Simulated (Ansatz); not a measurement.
Born–Oppenheimer molecular dynamics of BrH$_{3}$OSSiSn (8 atoms, charge 0, multiplicity 1). It starts at the highest image of a converged band. Of that band: Beside the main top the profile has a ripple of under 15 meV (maxima at images 3, 7), which may be a very shallow well or noise. Neighbouring images differ by up to 1.5 eV, so the band resolves the path poorly. A vibrational analysis at the climbing image gives one clearly imaginary mode, 1333i cm⁻¹: a first-order saddle point.

Computed with Ansatz 0.2.0, RKS LDA/def2-SVP.

```
ensemble                      : NVE (velocity Verlet)
time step                     : 0.5 fs
steps asked                   : 200
starting velocities drawn for : 100 K
seed                          : 9283
```

Frames 0.5 fs apart, positions in Å, forces in eV/Å.

Velocities at 25.0 fs (Å/ps):

```
Br 0.22 0.18 0.25
Sn -0.01 -1.18 0.04
O 1.59 9.53 1.75
Si -10.41 -1.51 -3.15
S 1.85 0.58 0.08
H -4.35 22.50 11.57
H 169.19 -2.61 33.21
H 25.34 -23.30 -11.65
```

```xyz
8
Properties=species:S:1:pos:R:3:forces:R:3 time_fs=25.0 energy_less_start_eV=-1.852 T=2485
Br -2.594 2.079 0.066 0.39 -0.29 -0.18
Sn -0.773 0.578 -0.802 -0.33 -0.68 -0.19
O -0.357 -1.047 0.324 1.15 1.02 0.60
Si 1.339 -0.698 0.772 -2.65 -1.62 -1.68
S 1.477 1.221 -0.232 0.58 0.18 0.00
H -1.104 0.054 -2.468 0.03 0.33 0.65
H 1.731 -2.069 0.040 0.67 1.26 0.86
H 1.624 -0.483 2.234 0.16 -0.21 -0.06
8
Properties=species:S:1:pos:R:3:forces:R:3 time_fs=25.5 energy_less_start_eV=-1.948 T=2609
Br -2.594 2.080 0.067 0.39 -0.31 -0.18
Sn -0.773 0.577 -0.802 -0.30 -0.52 -0.16
O -0.356 -1.042 0.325 1.21 0.85 0.64
Si 1.333 -0.698 0.770 -2.33 -1.73 -1.69
S 1.478 1.221 -0.232 0.53 0.17 -0.01
H -1.107 0.066 -2.462 0.01 0.28 0.57
H 1.817 -2.069 0.057 0.37 1.42 0.86
H 1.637 -0.495 2.228 0.11 -0.17 -0.02
8
Properties=species:S:1:pos:R:3:forces:R:3 time_fs=26.0 energy_less_start_eV=-2.023 T=2705
Br -2.594 2.080 0.067 0.40 -0.32 -0.17
Sn -0.773 0.577 -0.802 -0.26 -0.35 -0.12
O -0.355 -1.037 0.326 1.25 0.67 0.67
Si 1.328 -0.699 0.769 -1.96 -1.82 -1.68
S 1.479 1.221 -0.232 0.48 0.16 -0.02
H -1.109 0.078 -2.454 -0.01 0.23 0.47
H 1.903 -2.065 0.077 0.06 1.56 0.85
H 1.650 -0.507 2.222 0.04 -0.13 0.01
8
Properties=species:S:1:pos:R:3:forces:R:3 time_fs=26.5 energy_less_start_eV=-2.073 T=2771
Br -2.594 2.080 0.067 0.41 -0.34 -0.17
Sn -0.773 0.576 -0.802 -0.22 -0.17 -0.07
O -0.354 -1.032 0.327 1.27 0.49 0.69
Si 1.322 -0.701 0.767 -1.56 -1.87 -1.64
S 1.480 1.222 -0.232 0.42 0.15 -0.03
H -1.111 0.091 -2.445 -0.04 0.17 0.35
H 1.989 -2.058 0.099 -0.25 1.66 0.82
H 1.663 -0.520 2.216 -0.03 -0.09 0.05
8
Properties=species:S:1:pos:R:3:forces:R:3 time_fs=27.0 energy_less_start_eV=-2.100 T=2804
Br -2.593 2.080 0.067 0.41 -0.35 -0.16
Sn -0.773 0.575 -0.802 -0.18 0.01 0.00
O -0.352 -1.027 0.328 1.26 0.31 0.71
Si 1.316 -0.702 0.765 -1.12 -1.89 -1.57
S 1.481 1.222 -0.232 0.36 0.13 -0.04
H -1.113 0.105 -2.435 -0.06 0.12 0.22
H 2.075 -2.046 0.122 -0.57 1.74 0.76
H 1.676 -0.533 2.211 -0.10 -0.06 0.08
8
Properties=species:S:1:pos:R:3:forces:R:3 time_fs=27.5 energy_less_start_eV=-2.102 T=2807
Br -2.593 2.080 0.067 0.41 -0.37 -0.16
Sn -0.773 0.575 -0.802 -0.14 0.20 0.08
O -0.351 -1.021 0.329 1.23 0.12 0.73
Si 1.310 -0.703 0.762 -0.66 -1.88 -1.47
S 1.482 1.222 -0.232 0.30 0.11 -0.05
H -1.115 0.118 -2.424 -0.10 0.05 0.08
H 2.160 -2.031 0.148 -0.87 1.78 0.69
H 1.689 -0.546 2.205 -0.18 -0.02 0.10
8
Properties=species:S:1:pos:R:3:forces:R:3 time_fs=28.0 energy_less_start_eV=-2.081 T=2780
Br -2.593 2.080 0.067 0.42 -0.38 -0.15
Sn -0.773 0.574 -0.802 -0.09 0.39 0.17
O -0.349 -1.016 0.331 1.18 -0.06 0.74
Si 1.304 -0.705 0.760 -0.19 -1.82 -1.34
S 1.483 1.223 -0.232 0.24 0.09 -0.06
H -1.118 0.132 -2.414 -0.13 -0.01 -0.08
H 2.242 -2.011 0.175 -1.15 1.78 0.60
H 1.702 -0.559 2.200 -0.27 0.02 0.12
8
Properties=species:S:1:pos:R:3:forces:R:3 time_fs=28.5 energy_less_start_eV=-2.038 T=2726
Br -2.593 2.080 0.067 0.42 -0.39 -0.15
Sn -0.773 0.574 -0.802 -0.05 0.57 0.27
O -0.347 -1.011 0.332 1.10 -0.24 0.74
Si 1.298 -0.707 0.758 0.28 -1.73 -1.18
S 1.484 1.223 -0.232 0.18 0.07 -0.07
H -1.121 0.145 -2.403 -0.16 -0.07 -0.24
H 2.322 -1.987 0.204 -1.41 1.75 0.50
H 1.713 -0.572 2.194 -0.35 0.05 0.13
8
Properties=species:S:1:pos:R:3:forces:R:3 time_fs=29.0 energy_less_start_eV=-1.978 T=2648
Br -2.593 2.080 0.067 0.42 -0.40 -0.14
Sn -0.773 0.573 -0.802 0.00 0.75 0.37
O -0.345 -1.006 0.334 1.00 -0.42 0.73
Si 1.293 -0.709 0.755 0.76 -1.61 -1.01
S 1.485 1.224 -0.232 0.12 0.04 -0.08
H -1.124 0.159 -2.393 -0.20 -0.13 -0.40
H 2.398 -1.959 0.233 -1.65 1.69 0.38
H 1.724 -0.585 2.190 -0.45 0.09 0.14
8
Properties=species:S:1:pos:R:3:forces:R:3 time_fs=29.5 energy_less_start_eV=-1.902 T=2551
Br -2.592 2.080 0.067 0.42 -0.41 -0.13
Sn -0.773 0.572 -0.802 0.04 0.92 0.46
O -0.343 -1.001 0.336 0.87 -0.59 0.72
Si 1.287 -0.711 0.752 1.22 -1.47 -0.81
S 1.486 1.224 -0.232 0.06 0.02 -0.09
H -1.128 0.172 -2.385 -0.23 -0.19 -0.55
H 2.470 -1.927 0.264 -1.85 1.61 0.26
H 1.734 -0.597 2.185 -0.54 0.12 0.14
8
Properties=species:S:1:pos:R:3:forces:R:3 time_fs=30.0 energy_less_start_eV=-1.815 T=2439
Br -2.592 2.080 0.067 0.42 -0.42 -0.13
Sn -0.773 0.572 -0.802 0.08 1.08 0.54
O -0.340 -0.996 0.338 0.72 -0.76 0.70
Si 1.281 -0.713 0.750 1.68 -1.30 -0.61
S 1.488 1.224 -0.232 0.01 -0.01 -0.09
H -1.132 0.185 -2.377 -0.26 -0.24 -0.68
H 2.538 -1.891 0.295 -2.03 1.50 0.13
H 1.743 -0.610 2.181 -0.63 0.14 0.15
8
Properties=species:S:1:pos:R:3:forces:R:3 time_fs=30.5 energy_less_start_eV=-1.720 T=2317
Br -2.592 2.080 0.068 0.41 -0.42 -0.12
Sn -0.773 0.571 -0.802 0.12 1.23 0.60
O -0.338 -0.991 0.340 0.56 -0.92 0.67
Si 1.275 -0.715 0.747 2.13 -1.11 -0.40
S 1.489 1.225 -0.232 -0.04 -0.04 -0.10
H -1.137 0.197 -2.371 -0.28 -0.28 -0.80
H 2.601 -1.851 0.327 -2.17 1.38 0.00
H 1.750 -0.622 2.177 -0.72 0.17 0.15
```

Of the whole run (100 fs, mean temperature of the second half 1696 K): The conserved energy stayed within 0.32 meV per atom of its start (net change -0.084 meV per atom), so the integration is sound. The system heated up, since it started high on the potential surface and ran downhill. A run of 0.1 ps of so small a system gives no equilibrium averages. The orbitals stay closed-shell, which can raise the energy where a bond breaks towards radicals; this wasn't checked here.

Run time: 4.3 min on 2 threads of AMD EPYC 7R13 Processor (Zen 3), on a shared host, peak memory 0.2 GiB.
